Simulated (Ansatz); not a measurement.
A nudged elastic band was laid between two geometries of C$_{3}$H$_{13}$BSi$_{2}$ (19 atoms, charge 0, multiplicity 1).

Computed with Ansatz 0.2.0, UKS B3LYP-D4/6-31G.

```
movable images  : 7
climbing image  : yes
spring          : 5.0 eV/Å²
optimiser       : quadratic models (default)
start path      : through a guess of the saddle point
force threshold : 0.03 eV/Å
iteration limit : 17
end points      : relaxed
```

First end point:

```xyz
19
Properties=species:S:1:pos:R:3
C 1.040 -2.159 -0.421
C 1.736 -0.816 -0.014
B 0.613 0.281 -0.068
Si 0.346 1.338 -1.790
Si -0.599 0.594 1.537
C -2.453 0.856 1.094
H 0.607 -2.101 -1.426
H 1.772 -2.973 -0.420
H 0.242 -2.426 0.281
H 2.160 -0.944 0.992
H 2.568 -0.635 -0.707
H 1.338 2.479 -1.798
H -1.018 1.948 -1.974
H 0.643 0.508 -3.016
H -0.089 1.842 2.227
H -0.474 -0.523 2.548
H -3.038 1.071 1.994
H -2.871 -0.040 0.620
H -2.564 1.694 0.398
```

Last end point:

```xyz
19
Properties=species:S:1:pos:R:3
C 1.480 -2.689 -0.786
C 1.741 -1.169 -0.749
B 0.538 -0.236 -1.111
Si 0.415 1.674 -0.465
Si -0.962 1.663 1.483
C -2.735 1.030 1.085
H 1.060 -2.992 -1.752
H 2.399 -3.264 -0.620
H 0.764 -2.982 -0.009
H 2.223 -0.879 0.197
H 2.499 -0.910 -1.521
H 1.750 2.257 -0.071
H -0.224 2.619 -1.452
H -0.358 -0.666 -1.785
H -1.032 3.051 2.067
H -0.335 0.775 2.529
H -3.359 1.048 1.984
H -2.703 0.004 0.706
H -3.205 1.662 0.325
```

Task: What changes between the two ends?

Result: Bonds broken: B3–Si5, Si4–H14. Bonds formed: B3–H14, Si4–Si5.

Task: What energy profile does the band end with?

Result: It did not converge within its limit. The highest image is number 4 of 0 to 8, 0.78 eV above the first end and 1.12 eV above the last; the last end lies 0.34 eV below the first. The band didn't meet its force threshold, so its energies are provisional: the largest band force was still 0.05 eV/Å, and over the last iterations the top stayed at 0.78 eV. The orbitals stay closed-shell, which can raise the energy where a bond breaks towards radicals; this wasn't checked here. Limits of this set-up: no polarisation functions.

| image | path coordinate (Å) | energy (eV) | B3–Si5 (Å) | Si4–H14 (Å) | B3–H14 (Å) |
| --- | --- | --- | --- | --- | --- |
| 0 | 0.00 | 0.00 | 2.03 | 1.51 | 2.96 |
| 1 | 1.24 | 0.01 | 2.03 | 1.51 | 2.92 |
| 2 | 2.48 | 0.02 | 2.04 | 1.51 | 2.88 |
| 3 | 3.72 | 0.36 | 2.03 | 1.56 | 2.20 |
| 4 | 4.96 | 0.78 | 2.08 | 2.24 | 1.26 |
| 5 | 6.48 | 0.45 | 2.27 | 2.60 | 1.20 |
| 6 | 8.01 | -0.23 | 3.05 | 2.74 | 1.20 |
| 7 | 9.54 | -0.33 | 3.46 | 2.80 | 1.20 |
| 8 | 11.07 | -0.34 | 3.55 | 2.80 | 1.20 |

Time of the run: 14 min on 2 threads of Intel(R) Xeon(R) Platinum 8488C (Sapphire Rapids), on a shared host, peak memory 0.4 GiB.
